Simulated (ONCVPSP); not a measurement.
**Varying the ONCV potential for lead**

Base potential:

```json
{
 "Element": "Pb",
 "Generator": "ONCVPSP 4.0.1",
 "Type": "optimised norm-conserving Vanderbilt (ONCV)",
 "Functional": "Wu-Cohen",
 "Relativity": "scalar-relativistic",
 "Frozen core": "[Kr] 4d10 4f14",
 "Valence charge": "22",
 "Reference configuration": "5s2 5p6 5d10 6s2 6p2",
 "Partial waves": "5s+6s: rc 1.60 bohr, ncon 4, nbas 8, qcut 8 1/bohr, 2 projectors; 5p+6p: rc 1.65 bohr, ncon 5, nbas 9, qcut 8.1 1/bohr, 3 projectors, debl 3.7 Ha; 5d: rc 1.25 bohr, ncon 4, nbas 9, qcut 7.8 1/bohr, local",
 "Local potential": "the d channel",
 "Core correction": "none"
}
```

Cutoffs, loose and tight: the cutoffs (Ha) at which the residual kinetic energy of the hardest occupied pseudo-wave falls to 1 and 0.1 mHa per electron. They do not see the model core or the augmentation charge, which bear on the density cutoff. Test errors are all-electron minus pseudo excitation energies from the reference, over the configurations 5s2 5p6 5d10 6s2 6p1; 5s2 5p6 5d10 6s2 6p0; 5s2 5p6 5d10 6s1 6p0; 5s2 5p6 5d10 6s0 6p0. A dash means not determined; rows that change the core or the reference have their own tests. The largest error is taken over the tests solved by every variant that gives reliable tests at all: 5s2 5p6 5d10 6s1 6p0; 5s2 5p6 5d10 6s2 6p0; 5s2 5p6 5d10 6s2 6p1.

```csv
change,outcome,"cutoff, loose","cutoff, tight",bound ghosts,GHOST(+) flags above zero,largest test error (meV)
base,generated,24 Ha,29 Ha,none,none,-27
p: qcut 11.3,generated,39 Ha,47 Ha,none,none,-26
d: qcut 6.4,generated,32 Ha,101 Ha,none,s,-28
fully relativistic,"generated, misses its reference levels by 1.59 eV",25 Ha,30 Ha,none,p3/2,-7.7
s: qcut 7.9; p: qcut 8; d: qcut 7.7,generated,24 Ha,29 Ha,none,none,-27
s: rc 1.42,generated,26 Ha,32 Ha,none,none,-25
"core [Xe] 4f14, valence charge 14; reference 5d10 6s2; waves now 6s: rc 1.80 bohr, ncon 3, nbas 7, qcut 4.6 1/bohr, 1 projector; p scattering state at 0.17 Ha: rc 1.65 bohr, ncon 4, nbas 9, qcut 5.7 1/bohr, 2 projectors, debl 1.7 Ha; 5d: rc 1.40 bohr, ncon 4, nbas 9, qcut 5.8 1/bohr, 2 projectors, debl 2.1 Ha; local potential polynomial inside 1.05 bohr (lpopt 4, dvloc0 0 Ha)","failed: ERROR pspot: first pseudo wave function has node, program will stop",–,–,–,–,–
```

(1) What comes out with this change to the base: reference 5s2 5p6 5d10 6s1.75 6p2.25?

(2) What comes out with this change to the base: all radii scaled by about 0.91 (s 1.46, p 1.50, d 1.14 bohr)?

Answers

(1) outcome: generated; cutoff, loose: 24 Ha; cutoff, tight: 29 Ha; bound ghosts: none; GHOST(+) flags above zero: none; largest test error (meV): -8.7.

(2) outcome: generated; cutoff, loose: 26 Ha; cutoff, tight: 89 Ha; bound ghosts: none; GHOST(+) flags above zero: none; largest test error (meV): -25.
